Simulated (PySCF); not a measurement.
How methods differ on the electron affinity of Re

Re⁻ [Xe] 4f14 5d6 6s2 (5D) → Re [Xe] 4f14 5d5 6s2 (6S), as a difference of total energies. All numbers are calculated (PySCF 2.14, scalar relativity through the core potential, in aug-cc-pVTZ-PP with ECP60MDF (6s6p5d3f2g, 88 functions)). Correlated levels: valence: 5s2 5p6 frozen. The calculations carry no spin-orbit coupling.

| method | electron affinity (eV) |
| --- | --- |
| UHF | -1.913 |
| LDA | 0.266 |
| PBE | 0.153 |
| PBE0 | -0.190 |
| r2SCAN | -0.137 |
| wB97X-V | -0.421 |
| revPBE | 0.118 |
| BLYP | 0.138 |
| TPSS | 0.045 |
| MP2 (valence) | -0.772 |
| SCS-MP2 (valence) | -0.644 |

The reference lies between the lowest fine-structure levels, while these numbers refer to the centres of the terms.

Errors of the correlated levels include the incompleteness of this basis and the frozen core.

A negative affinity means that the anion lies above the atom at that level of theory.

In the anion the highest occupied orbital energy is positive at LDA, PBE, PBE0, r2SCAN, revPBE, BLYP, TPSS, a self-interaction effect; the basis confines that electron, and the energy difference can still be sensible.

For comparison: 0.060 eV (measured; photodetachment measurements, as compiled on the Wikipedia data page of electron affinities).
